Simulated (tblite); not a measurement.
What does the GFN2-xTB structure of `Clc1cccc2c1CCO2` look like in three dimensions?

```
atom  x, y, z in Å
Cl1    0.860    2.980    0.099
C2     0.973    1.255    0.053
C3     2.216    0.631    0.060
C4     2.289   -0.751    0.022
C5     1.148   -1.540   -0.022
C6    -0.077   -0.899   -0.028
C7    -0.172    0.493    0.009
C8    -1.621    0.875   -0.009
C9    -2.305   -0.506   -0.058
O10   -1.284   -1.508   -0.069
H11    3.113    1.227    0.096
H12    3.258   -1.226    0.027
H13    1.206   -2.615   -0.048
H14   -1.897    1.438    0.883
H15   -1.863    1.485   -0.881
H16   -2.910   -0.640   -0.960
H17   -2.938   -0.686    0.816
```

Orientation and origin are arbitrary. Atoms count from 1 in this order. The 5-membered ring C6–C7–C8–C9–O10 has internal angles of 101.6° to 112.9°; it is planar, 0.00 Å rms from its mean plane, widest ring torsion 0°. O10 (aryl ether oxygen) is bent (angle 108.7°). The C–C distances run from 1.377 Å (C2–C7, aromatic) to 1.542 Å (C8–C9, drawn single), a spread of 0.165 Å. The C–O distances run from 1.352 Å (C6–O10, drawn single) to 1.431 Å (C9–O10, drawn single), a spread of 0.079 Å.

Bonds between heavy atoms (Å): Cl1–C2 1.729, C2–C3 1.390, C3–C4 1.384, C4–C5 1.387, C5–C6 1.383, C6–C7 1.395, C7–C8 1.498, C8–C9 1.542, C9–O10 1.431, C2–C7 1.377, C6–O10 1.352.

Computed geometry: GFN2-xTB, gas phase.

Point group: Cs (tolerance 0.08 Å). Its GFN2-xTB frequencies are all real (lowest 79 cm⁻¹).
